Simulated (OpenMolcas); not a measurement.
Nd3+: from RASSCF to RASPT2

| Item | Value |
| --- | --- |
| Program | OpenMolcas 26.06 |
| Basis | ANO-RCC-VDZP [7s6p4d2f1g] |
| Scalar Hamiltonian | DKH2, point nucleus |
| Active space | 3 electrons in 12 orbitals (RAS2 4f; RAS3 5d, at most 1 electron) |
| State averaging | 2S+1 = 4 odd, 35 roots; 2S+1 = 2 odd, 112 roots (105 in the spin-orbit step); 2S+1 = 4 even, 105 roots (83 in the spin-orbit step); 2S+1 = 2 even, 124 roots kept (CI in the orbitals of an earlier block, 75 in the spin-orbit step) |
| Spin-orbit coupling | state interaction with AMFI integrals over the reference wave functions, term energies averaged over their components |

Methods on the same reference wave functions:
A. RASSCF
B. SS-RASPT2, IPEA 0.25 Eh, imaginary shift 0.1 Eh (closed shells correlated: 5s 5p)

Energies in cm-1 above 4f3 4I* 9/2, the measured ground level; measured values from the list in Arab et al., J. Quant. Spectrosc. Radiat. Transfer 229, 145 (2019) and Gaigalas et al. (2019), from Wyart et al. (2007).

```tsv
Level	A	B	Measured
4f3 4I* 9/2	0.0	0.0	0.0
4f3 4I* 11/2	1988	2020	1897
4f3 4I* 13/2	4144	4190	3907
4f3 4I* 15/2	6419	6450	5989
4f3 4F* 3/2	15889	14080	11698
4f3 2H* 9/2(1)	16017	14200	12800
4f3 4F* 5/2	16968	15190	12748
4f3 4S* 3/2	17906	16100	13792
4f3 4F* 7/2	17986	16190	13720
4f3 4F* 9/2	19147	17360	14995
4f3 2H* 11/2(1)	19354	17560	16162
4f3 2G* 7/2(1)	22163	20030	17655
4f3 4G* 5/2	24094	21720	17707
4f3 2K* 13/2	24250	22720	20005
4f3 2G* 9/2(1) [61 %]	25008	22910	
4f3 4G* 7/2	25628	23290	19541
4f3 2K* 15/2	26451	24920	22044
4f3 4G* 9/2	27247	24930	
4f3 4G* 11/2	28675	26320	22047
4f3 2P* 1/2	30118	27060	
4f3 2D* 5/2(1)	30471	27540	24333
4f3 2I* 11/2	38027	35050	30180
4f3 2L* 15/2	38854	36730	31036
4f3 2I* 13/2	39279	36420	31583
```

Deviations, from unrounded energies. A percentage is the sum of absolute deviations over the sum of measured energies, with the sign that they share, or ± where signs differ.

```json
{"Against measurement": "mean absolute deviation (cm-1)", "Levels": "20", "A": "4500", "B": "2700"}
{"Against measurement": "fine structure of the ground term (%)", "Levels": "3", "A": "+6.4", "B": "+7.3"}
{"Against measurement": "other terms of the ground configuration (%)", "Levels": "17", "A": "+26.8", "B": "+16.1"}
```

B lies closest to measurement on these levels. The largest miss of B in the table is 4f3 2L* 15/2, by +5700 cm-1. The ranking rests on the paired levels alone, and a cruder setting can come out closer through cancelling errors.

From A to B the spin-free energies of the other terms of 4f3 shown, above 4I*, scale by factors of 0.87 to 0.94, as is usual when dynamic correlation screens the repulsion within a d or f shell.

The lowest spin-free term lies below A's lowest term by 0.218 hartree in B.

CASPT2 breaks the degeneracy within a term, and the mean is taken; among the terms shown or strongly mixed into the levels shown the widest spread is 470 cm-1 (4f3 2L*, B). High states are left out of the spin-orbit mixing, which shifts the levels that they would mix with. Some levels mix across a computed gap that differs much from the measured one, so their mixing is not that of the real levels. The basis is small and was not contracted for so high a charge. Without dynamic correlation excited terms often stand tens of per cent too high (terms of higher spin than the ground term too low), and those without a measured partner can miss by more than the paired ones (holds for A). Each CASPT2 term energy is a mean over a sample of three components (holds for B). Some terms miss by over 15 % even with CASPT2, which points to a basis or an active space too small for the shells correlated (holds for B). Computed and measured levels are paired by configuration, term and J; levels that our copy of the source lacks, or whose pairing is in doubt (as where it misses far off the trend of its configuration), stay unpaired and out of the deviations. Levels of configurations outside the active space are missing. The table leaves out levels that lie high or whose names do not pair safely across all columns.

A share in square brackets marks a mixed level and gives the weight of the term that names it, the lowest over the columns. A number in round brackets counts repeated terms of one configuration in the order of the reference energies. * marks odd parity.
